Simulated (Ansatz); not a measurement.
A run for Ansatz (a first-principles code): U-B3LYP/def2-TZVPP on H3InSe (SMILES [SeH][InH2]), a point of a bond scan (R = 1.619 Å). Elements past Kr take the def2 small-core potentials; no spin–orbit coupling.

Ansatz 0.2 input:
```yaml
crystal:
  periodic: [false, false, false]
  atoms:
    - {symbol: In, position_ang: [0.22339801, 0.01839752, -0.98952239]}
    - {symbol: H, position_ang: [-1.02239165, -0.56246117, -2.02010142]}
    - {symbol: H, position_ang: [1.78075972, 0.62095011, -1.39331669]}
    - {symbol: Se, position_ang: [-0.37150912, -0.04334066, 1.47104518]}
    - {symbol: H, position_ang: [1.05623429, 0.56931054, 1.92582244]}
basis:
  gaussian:
    orbitals: def2-TZVPP
hamiltonian:
  xc: {name: B3LYP}
magnetization: {spin_polarized: true, initial_magnetization: 0}
```

The head of its log:

```
WARN ansatz: RAYON_NUM_THREADS=1 ignored (pool sized by the plan → 1); use --threads N
Functional definition: B3LYP
integrals: 0.06 GiB planned
1051 factors; their error is unknown
mean field: 0.77 GiB planned
mean field evaluation 1: about -70574.3359 eV, gradient 1.3e1 eV
mean field evaluation 2: about -70574.2443 eV, gradient 1.4e1 eV
```

Task: Give the final energy of this run.

Result: -2593.6075 hartree.
